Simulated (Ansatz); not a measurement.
SiH2SeF2, singlet: at a first-order saddle point.

The input file, in.yaml:

```yaml
crystal:
  periodic: [false, false, false]
  atoms:
    - {symbol: Si, position_ang: [-0.186604, -0.980333, 0.040159]}
    - {symbol: F, position_ang: [-1.736608, -1.128548, 0.367661]}
    - {symbol: F, position_ang: [-0.056359, -0.952320, -1.546093]}
    - {symbol: H, position_ang: [0.731842, -0.089244, 1.015119]}
    - {symbol: Se, position_ang: [0.085556, 1.576325, 0.561781]}
    - {symbol: H, position_ang: [1.162073, 1.574020, -0.438628]}
basis:
  gaussian: {orbitals: STO-3G}
hamiltonian: {xc: hf}
```

Command:

```bash
ansatz run in.yaml --threads 4 --pin off --events-out ev --progress --plain --max-ram 9574MiB
```

What Ansatz 0.2.0 printed:

```
Functional definition: HF
  name "HF"
  cite "Fock, Z. Phys. 61, 126 (1930) doi:10.1007/BF01340294"
  parent pbe
  exchange = exact_x
  correlation = 0
447 factors; integrals over basis functions are off by at most 2.3e-5 eV
mean field evaluation 1: about -77720.4664 eV, gradient 2.7e1 eV
mean field evaluation 2: about -77720.5156 eV, gradient 2.7e1 eV
mean field evaluation 4: about -77723.9562 eV, gradient 1.5e0 eV
mean field evaluation 8: about -77723.9772 eV, gradient 1.9e-2 eV
mean field -77723.97715474 eV, -2856.3034772328 hartree, gradient 2.8e-5 eV, S^2 0.000000; 0 other end points of the search recorded, 0 dependent functions left out
reference -77723.97715474 eV, -2856.3034772328 hartree; 34, 34 occupied and 5, 5 virtual orbitals, 447 factors
Total energy: -77723.97715474 eV, -2856.3034772328 hartree
```

Hardware: 4 CPU threads of an Arm Neoverse V1, shared host. Wall time about 0.15 s.
